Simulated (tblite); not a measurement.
C₆H₃ClS.
SMILES with atom numbers: `[CH:1]#[C:2][c:3]1[s:4][cH:5][cH:6][c:7]1[Cl:8]` (hydrogens: H9 on C1; H10 on C5; H11 on C6)

Computed with GFN2-xTB (tblite), gas phase: Langevin dynamics at 300 K from the optimised GFN2-xTB geometry, time step 0.5 fs, friction 0.01 fs⁻¹, 2000 steps. The instantaneous temperature is 2·E(kin)/(3Nk) with all 3N coordinates.

| t (fs) | T (K) | E(pot) above start (eV) | C1≡C2 (Å) | C2–C3 (Å) | C3–S4 (Å) | S4–C5 (Å) | C5–C6 (Å) | C1–H9 (Å) |
| --- | --- | --- | --- | --- | --- | --- | --- | --- |
| 0 | 263 | 0.000 | 1.202 | 1.397 | 1.740 | 1.718 | 1.357 | 1.049 |
| 50 | 235 | 0.269 | 1.211 | 1.409 | 1.747 | 1.693 | 1.338 | 1.065 |
| 100 | 320 | 0.209 | 1.193 | 1.375 | 1.717 | 1.691 | 1.336 | 1.055 |
| 150 | 282 | 0.339 | 1.223 | 1.397 | 1.757 | 1.814 | 1.342 | 1.065 |
| 200 | 273 | 0.232 | 1.194 | 1.428 | 1.753 | 1.793 | 1.356 | 1.034 |
| 250 | 298 | 0.315 | 1.197 | 1.423 | 1.762 | 1.711 | 1.343 | 1.051 |
| 300 | 353 | 0.326 | 1.221 | 1.398 | 1.792 | 1.734 | 1.335 | 1.057 |
| 350 | 309 | 0.441 | 1.190 | 1.408 | 1.735 | 1.786 | 1.338 | 1.072 |
| 400 | 335 | 0.269 | 1.182 | 1.388 | 1.768 | 1.765 | 1.356 | 1.082 |
| 450 | 243 | 0.486 | 1.230 | 1.402 | 1.767 | 1.722 | 1.357 | 1.090 |
| 500 | 216 | 0.331 | 1.208 | 1.415 | 1.742 | 1.726 | 1.400 | 1.114 |
| 550 | 324 | 0.368 | 1.185 | 1.338 | 1.701 | 1.725 | 1.366 | 1.070 |
| 600 | 248 | 0.350 | 1.201 | 1.351 | 1.700 | 1.663 | 1.363 | 1.043 |
| 650 | 269 | 0.301 | 1.213 | 1.382 | 1.703 | 1.701 | 1.377 | 1.042 |
| 700 | 240 | 0.326 | 1.204 | 1.380 | 1.697 | 1.714 | 1.382 | 1.027 |
| 750 | 268 | 0.239 | 1.209 | 1.390 | 1.741 | 1.724 | 1.307 | 1.002 |
| 800 | 306 | 0.271 | 1.222 | 1.417 | 1.759 | 1.744 | 1.328 | 1.001 |
| 850 | 366 | 0.336 | 1.216 | 1.437 | 1.714 | 1.727 | 1.393 | 1.023 |
| 900 | 309 | 0.286 | 1.209 | 1.382 | 1.786 | 1.720 | 1.398 | 1.041 |
| 950 | 245 | 0.306 | 1.209 | 1.418 | 1.735 | 1.704 | 1.354 | 1.061 |
| 1000 | 330 | 0.218 | 1.208 | 1.390 | 1.781 | 1.752 | 1.356 | 1.045 |

**Question.** From 500 fs on, how do temperature and potential energy compare with equipartition?

**Answer.** The mean temperature of these 11 frames is 284 K against the target 300 K, and the mean potential energy 0.30 eV against 27 × kT/2 = 0.35 eV for 27 classical harmonic modes. For 11 atoms in a canonical ensemble the temperature itself scatters by T·√(2/(3N)) = 74 K; here its standard deviation is 44 K. The whole run lasts only 10 friction times of 100 fs, so these averages carry a wide statistical error.

**Question.** What are the kinetic and total energies of the listed frame with the highest potential energy?

**Answer.** The one at 450 fs, 0.486 eV above the start. Its kinetic energy is 3NkT/2 = 0.346 eV at 243 K, so the sum is 0.83 eV; over the listed frames the sum runs from 0.37 to 0.88 eV, since the thermostat adds and removes energy.

**Question.** How much do the listed bonds fluctuate from 500 fs on?

**Answer.** 
| bond | at the start (Å) | mean (Å) | standard deviation (Å) |
| --- | --- | --- | --- |
| C1≡C2 | 1.202 | 1.208 | 0.009 |
| C2–C3 | 1.397 | 1.391 | 0.028 |
| C3–S4 | 1.740 | 1.733 | 0.031 |
| S4–C5 | 1.718 | 1.718 | 0.023 |
| C5–C6 | 1.357 | 1.366 | 0.028 |
| C1–H9 | 1.049 | 1.042 | 0.030 |

The motion is classical and holds no zero-point motion.

What follows is the cost of the whole dynamics run. Cost: about 40 s of CPU time on one thread; the machine was shared, so the figure is rough.
